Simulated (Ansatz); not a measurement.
Calculated with Ansatz (gas phase, PBE0-D4/def2-TZVP geometries, no zero-point term in ΔE). CBS: MP2 limit from def2 TZ/QZ plus the TZ coupled-cluster correction, frozen cores. This one scheme is used for every species, atoms too. Open shells (•) are unrestricted, without spin–orbit coupling. Bonds to Br are less sure, by a few kJ/mol each and by 10 to 20 or more in all where they break to atoms, as the def2 sets lack core-valence functions. Scalar relativity is left out up to krypton. Each species was taken in one conformer, which may not be the lowest.

`CO[SiH2]Br` → H• + `CO[SiH]Br`•  (homolysis of the H–Si bond)

`CO[SiH2]Br`:

Cartesian coordinates in Å:
```
C -1.180 -0.003 -0.730
O -0.544 0.410 0.461
Si 1.041 0.221 0.772
Br 1.600 -1.933 0.797
H -0.665 0.387 -1.615
H -2.199 0.384 -0.719
H -1.215 -1.094 -0.795
H 1.877 0.843 -0.283
H 1.285 0.785 2.112
```

`CO[SiH]Br`•:

```xyz
8

C    -0.918    0.749   -0.275
O    -0.413   -0.570   -0.247
Si    1.155   -1.017   -0.198
Br    2.230    0.035    1.459
H    -0.644    1.255   -1.205
H    -0.542    1.331    0.571
H    -2.005    0.690   -0.213
H     1.137   -2.475    0.108
```

```tsv
species	HF/def2-TZVPP energy (Eh)
`CO[SiH2]Br`	-2977.13918
H•	-0.49981
`CO[SiH]Br`•	-2976.51558
```

Work out ΔE.

ΔE = (-0.49981) + (-2976.51558) − (-2977.13918) = 0.12379 Eh = +3.37 eV. CCSD(T)/CBS gives +4.23 eV.

Largest T1 diagnostic among the species: 0.012.

In def2-TZVPP, CCSD(T) changes the Hartree–Fock value by +0.79 eV (the triples alone add −0.01 eV) and MP2 by +0.70 eV; breaking electron pairs costs correlation energy, which Hartree–Fock lacks. From PBE to PBE0 (25 % exact exchange), in def2-TZVPP and without D4, ΔE moves by +0.10 eV.
